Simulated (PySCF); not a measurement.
C4H8O3, SMILES COCC(=O)OC, singlet, GFN2-xTB optimised geometry.

```
15

C      1.85    -1.81     1.11
O      2.00    -1.03    -0.06
C      1.42     0.23     0.00
C     -0.10     0.23     0.00
O     -0.82    -0.73     0.01
O     -0.56     1.50     0.00
C     -1.97     1.65    -0.01
H      2.41    -2.72     0.94
H      2.26    -1.28     1.98
H      0.80    -2.05     1.29
H      1.76     0.79     0.89
H      1.76     0.78    -0.89
H     -2.41     1.14     0.85
H     -2.39     1.23    -0.92
H     -2.16     2.72     0.05
```

Density from CAM-B3LYP/def2-TZVP run with PySCF 2.14.0 at that geometry.

Minimum of the electron density along straight lines between bonded atoms, close to the bond critical point (lines longer than 1.1 times the sum of covalent radii, or with two minima, are not listed):

```
bond    length / Å  ρ at the minimum / e bohr⁻³  ∇²ρ there / e bohr⁻⁵  position (fraction from the first atom)
------  ----------  ---------------------------  --------------------  ---------------------------------------
C1–O2        1.412                        0.262                   ___                                     0.35
O2–C3        1.397                        0.278                 -0.69                                     0.64
C3–C4        1.525                        0.261                 -0.70                                     0.48
C4–O5        1.200                          ___                 -0.26                                     0.34
C4–O6        1.339                          ___                 -0.72                                     0.35
O6–C7        1.424                        0.249                 -0.48                                     0.65
C1–H8        1.088                        0.288                 -1.04                                     0.65
C1–H9        1.097                        0.280                 -0.98                                     0.64
C1–H10       1.092                        0.287                 -1.02                                     0.65
C3–H11       1.102                        0.278                 -0.97                                     0.65
C3–H12       1.094                        0.285                 -1.02                                     0.65
C7–H13       1.092                        0.286                 -1.03                                     0.65
C7–H14       1.092                        0.286                 -1.02                                     0.65
C7–H15       1.087                        0.290                 -1.05                                     0.65
```

Complete the blanks.


- C1–O2, ∇²ρ there / e bohr⁻⁵: -0.58
- C4–O5, ρ at the minimum / e bohr⁻³: 0.438
- C4–O6, ρ at the minimum / e bohr⁻³: 0.314
